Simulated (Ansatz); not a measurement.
`[CH3][K]` + H₂ → `[KH]` + CH₄ at 298.15 K and 1 bar (hydrogenolysis of a K–C bond).

Gas-phase electronic energies from Ansatz, PBE0-D4/def2-TZVP geometries. CBS: MP2 limit from def2 TZ/QZ plus the TZ coupled-cluster correction, frozen cores. This one scheme is used for every species. For K outer-core shells are correlated without core-valence functions, which leaves a few kJ/mol of doubt a bond. Scalar relativity is left out up to krypton.

| species | CCSD(T)/CBS energy (Eh) | H − E (kJ/mol) | S (J/(mol·K)) |
| --- | --- | --- | --- |
| `[CH3][K]` | -639.25569 | 96.6 | 256.1 |
| H₂ | -1.17544 | 35.1 | 130.4 |
| `[KH]` | -599.99245 | 14.6 | 197.9 |
| CH₄ | -40.46206 | 127.4 | 186.2 |

H − E and S are ideal-gas, rigid-rotor, harmonic terms from PBE0-D4/def2-TZVP. The MP2-based limit puts H₂ 0.8 mEh under its directly extrapolated value; such offsets cancel only in part. 1 Eh = 2625.50 kJ/mol, R = 8.31446 J/(mol·K).

Problem. By hand: ΔE, ΔH, ΔS and ΔG.

Solution. ΔE = (-599.99245) + (-40.46206) − (-639.25569) − (-1.17544) = -0.02338 Eh = -61.4 kJ/mol. Δ(H − E) = 14.6 + 127.4 − 96.6 − 35.1 = 10.3, so ΔH = -51.1 kJ/mol. ΔS = 197.9 + 186.2 − 256.1 − 130.4 = -2.4 J/(mol·K). ΔG = -51.1 − 298.15 × (-2.4)/1000 = -50.4 kJ/mol.

Problem. By hand: the equilibrium constant, and the temperature at which ΔG would vanish if ΔH and ΔS stayed fixed.

Solution. log₁₀ K = −ΔG/(RT ln 10) = 8.8. ΔG = 0 at ΔH/ΔS = 21292 K, far beyond where these terms or the molecules hold.

The number of gas molecules stays the same, so ΔS is small and ΔH decides. A doubt of 5 kJ/mol in ΔE shifts log₁₀ K by 0.9 here. These are equilibria of isolated gas molecules and say nothing of rates. Largest T1 diagnostic: 0.017 (customary marks: 0.02 for closed shells, 0.045 for open ones).
